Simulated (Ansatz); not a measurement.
Frontier orbitals of `N=CBCCF`.

Z-matrix (Å, degrees):
```
C
C 1 1.509
B 1 1.559 2 117.4
H 1 1.102 2 109.2 3 121.1
H 1 1.098 2 110.3 3 -125.8
F 2 1.389 1 109.5 3 59.0
H 2 1.095 1 111.7 3 -59.8
H 2 1.094 1 112.4 3 177.9
C 3 1.566 1 125.0 2 9.9
H 3 1.202 1 118.7 2 -174.7
N 9 1.277 3 122.7 1 158.0
H 9 1.095 3 121.7 1 -17.7
H 11 1.025 9 109.6 3 5.2
```

Charge 0, multiplicity 1. Geometry: relaxed with PBE0-D4/def2-TZVP. It is one conformer, not always the lowest. Basis def2-TZVPP, Ansatz 0.2.0.

Orbital energies of one run (eV). Highest occupied ones, from the top: -7.03, -8.75, -9.23, -9.30, -10.11, -10.64, -11.18, -11.74, -12.87, -13.53, -13.85, -14.39, -16.83, -17.76. Empty: -2.77, 0.43, 0.66, 1.29, 1.40, 1.89.

**Question.** Which functional gave them?
A. r2SCAN0
B. HSE06 (plane-wave form)
C. revPBE
D. r2SCAN

**Answer.** B. HOMO energies: HSE06 -7.03, r2SCAN0 -7.64, r2SCAN -6.24, revPBE -5.90 eV.
